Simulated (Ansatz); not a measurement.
Geometry optimisation, RKS PBE0/6-31G* (Ansatz).

Input file:

```yaml
crystal:
  periodic: [false, false, false]
  atoms:
    - { symbol: O, position_ang: [-1.87041, 1.58554, -0.2144] }
    - { symbol: Al, position_ang: [-0.44552, 1.60199, 0.61109] }
    - { symbol: B, position_ang: [1.04002, 0.18454, 0.2604] }
    - { symbol: Si, position_ang: [0.63127, -1.62189, -0.39759] }
    - { symbol: H, position_ang: [-2.71396, 1.61978, -0.64428] }
    - { symbol: H, position_ang: [-0.34523, 2.77948, 1.62744] }
    - { symbol: H, position_ang: [2.17863, 0.42463, 0.4517] }
    - { symbol: H, position_ang: [0.47935, -2.55757, 0.73643] }
    - { symbol: H, position_ang: [1.6587, -2.24193, -1.25602] }
    - { symbol: H, position_ang: [-0.61285, -1.77457, -1.17478] }
basis:
  gaussian: { orbitals: "6-31G*" }
hamiltonian:
  xc: pbe0
relax:
  f_tol: 0.015
  max_steps: 40
output:
  orbitals: {}
```

Run as:

```bash
$ ansatz run input.yaml --threads 1 --pin off --max-ram 2048MiB --backend cpu --events-out ev --progress --plain --runs-dir out
```

**Question.** Where does it end, and by what steps?

**Answer.** It converged. The force dipped under the threshold on the way, but the program's further checks kept it going. After 20 steps the energy has fallen by 0.422 eV; H6 moved furthest, 1.37 Å.

```
step  energy less start (eV)  largest force component (eV/Å)  accepted
   0                  0.0000                           0.737       yes
   1                 -0.1143                           0.366       yes
   2                 -0.1265                           0.123       yes
   3                 -0.1387                           0.104       yes
   4                 -0.1564                           0.213       yes
   5                 -0.1698                           0.403       yes
   6                 -0.1732                           0.408       yes
   7                 -0.1964                           0.375       yes
   8                 -0.2278                           0.309       yes
   9                 -0.2786                           0.472       yes
  10                 -0.3144                           1.687       yes
  11                 -0.4038                           0.301       yes
  12                 -0.4175                           0.153       yes
  13                 -0.4179                           0.138       yes
  14                 -0.4205                           0.070       yes
  15                 -0.4211                           0.013       yes
  16                 -0.4214                           0.029       yes
  17                 -0.4216                           0.059       yes
  18                 -0.4217                           0.047       yes
  19                 -0.4219                           0.016       yes
  20                 -0.4219                           0.012       yes
```

```xyz
10
Properties=species:S:1:pos:R:3
O -1.637 2.165 -0.720
Al -0.697 1.437 0.521
B 0.903 0.192 -0.107
Si 0.752 -1.809 -0.270
H -2.393 2.712 -0.487
H -1.102 1.717 2.047
H 2.000 0.649 -0.289
H 1.093 -2.302 1.106
H 1.702 -2.453 -1.224
H -0.622 -2.308 -0.576
```

Whether the end is a true minimum wasn't checked by a vibrational analysis.

Time of the run: 90 s on 1 CPU thread of a shared host.
